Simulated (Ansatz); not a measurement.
Gas-phase electronic energies from Ansatz, PBE0-D4/def2-TZVP geometries. CCSD(T)/CBS adds triple-zeta CCSD(T) − MP2 to the extrapolated MP2 energy (def2 sets, frozen cores). This one scheme is used for every species. DFT in def2-TZVPP. B3LYP here is the variant with VWN-RPA as its local correlation; programs differ in this. For Ge outer-core shells are correlated without core-valence functions, which leaves a few kJ/mol of doubt a bond. Scalar relativity is left out up to krypton. One conformer a species, not always the lowest.

Consider the hydrogenolysis of a C–Ge bond: `N/C(Cl)=[CH]/[GeH3]` + H₂ → `C=C(N)Cl` + GeH₄.

Is it downhill or uphill in electronic energy at CCSD(T)/CBS, and by how much? (Best estimate.)

The calculation gave: Downhill: ΔE = -22.6 kJ/mol.

What do these levels give: ωB97X-V, r2SCAN, B3LYP, CCSD(T)/def2-TZVPP, MP2/CBS(def2), CCSD/CBS(def2)? (An estimate is asked.)

Ansatz gave: ωB97X-V -29.2, r2SCAN -27.6, B3LYP -41.6, CCSD(T)/def2-TZVPP -24.1, MP2/CBS(def2) -12.5, CCSD/CBS(def2) -28.7 kJ/mol.

Largest T1 diagnostic among the species: 0.012.

In def2-TZVPP, CCSD(T) changes the Hartree–Fock value by +29.5 kJ/mol (the triples alone add +6.2 kJ/mol) and MP2 by +39.5 kJ/mol. The D4 term adds +12.5 kJ/mol with B3LYP and +6.9 kJ/mol with PBE0; it sums over pairs of atoms, weighted by their polarisabilities, and B3LYP, whose exchange is more repulsive, gets the larger term.
